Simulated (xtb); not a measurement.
xtb input:

```bash
xtb mol.xyz --gfn 2 --sp --chrg 1 --uhf 0
```
mol.xyz:
```
2

Mg    -0.00000000    -0.00000000    -1.77413315
Br     0.00000000     0.00000000     0.60827422
```

Q: Predict the final energy.

A: -4.18344 Eh (GFN2-xTB).

This state (charge 1, singlet) is run at the relaxed geometry of the species with charge 0 and multiplicity 2.
